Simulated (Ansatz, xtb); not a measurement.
## Relative energy of two isomers of COS2Te

We compare I, `O=C1SS[Te]1`, a singlet, with II, `O=C1S[Te]S1`, a singlet. Both are isolated molecules in the gas phase, relaxed with PBE-D3(BJ)/def2-SVP.

Energies in hartree; the thermal terms are from PBE-D3(BJ)/def2-SVP harmonic frequencies (ideal gas, rigid rotor, one conformer each, 298.15 K, 1 atm) and include the zero-point energy:

```
                               I            II
E, CCSD(T)/def2-SVP  −1175.145874  −1175.167699
    E, MP2/def2-SVP  −1175.087368  −1175.109388
  E, MP2/def2-TZVPP  −1176.029105  −1176.045806
  zero-point energy      0.011066      0.011495
       H(298 K) − E      0.017790      0.018033
       G(298 K) − E     −0.020992     −0.019628
```

Task: Correct the CCSD(T) difference for the basis set by the MP2 change, then work out ΔE, ΔE₀, ΔH and ΔG for I → II in kJ/mol (1 Eh = 2625.50 kJ/mol) and the equilibrium ratio [II]/[I].

Result: 1. Differences II − I: CCSD(T) −0.021825, MP2 in the small set −0.022020, MP2 in the large set −0.016701 Eh.
2. ΔE = −0.021825 + (−0.016701 − (−0.022020)) = −0.016506 Eh = −43.34 kJ/mol.
3. ΔE₀ = ΔE + ΔZPE = −0.016506 + (+0.000429) Eh = −42.21 kJ/mol.
4. ΔH = ΔE + (+0.000243) Eh = −42.70 kJ/mol.
5. ΔG = ΔE + (+0.001364) Eh = −39.76 kJ/mol, so ΔS = (ΔH − ΔG)/T = −9.9 J/(mol K).
6. kT = 0.9442 mEh, so K = [II]/[I] = exp(−ΔG/kT) = exp(+16.04) ≈ 9.2 × 10^6.

Structure II is favoured at this temperature. An error of 4 kJ/mol in ΔG would change K by a factor of 5. The basis-set step is large, which makes the value less sure. Mirror images and further conformers aren't counted.

As drawn, II has 1 C–S, 1 S–Te in place of 1 S–S, 1 C–Te.

Other levels gave ΔE = −51.8 (GFN2-xTB); −52.0 (HF/STO-3G, GFN2-xTB geometries); −55.0 (r2SCAN-D4/def2-SVP, GFN2-xTB geometries); −53.3 (PBE-D3(BJ)/def2-SVP); −59.0 (HF/def2-SVP); −57.8 (MP2/def2-SVP); −57.3 (CCSD(T)/def2-SVP) kJ/mol. The correlated steps freeze 16 core orbitals; the filled d shell of Te is correlated, in a basis made for valence electrons. Atoms past krypton carry core potentials in the def2 sets, without spin–orbit terms. Programs: Ansatz 0.2.0, xtb 6.7.1.
